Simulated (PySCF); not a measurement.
GeH2, SMILES [GeH2] (connectivity only; charge and spin as stated), neutral, multiplicity 1. Geometry optimised at PBE0-D3(BJ)/def2-TZVPD. The isomer is the one that the SMILES or the coordinates give; other isomers of the formula were not compared.

TDA-PBE/def2-TZVPD in PySCF puts the lowest singlet excitations at 2.53, 3.85, 5.96, 6.85, 7.39, 7.79 eV.

Task: What are the lowest excitation roots from PySCF 2.14.0 with ADC(3)/aug-cc-pVDZ? (Estimate from the structure and the level; the computed values follow.)

Result: 2.32, 4.09, 4.81, 6.03, 6.58, 6.94 eV. S1 differs by -0.21 eV (second minus first; roots are paired by order, and the bases may differ).
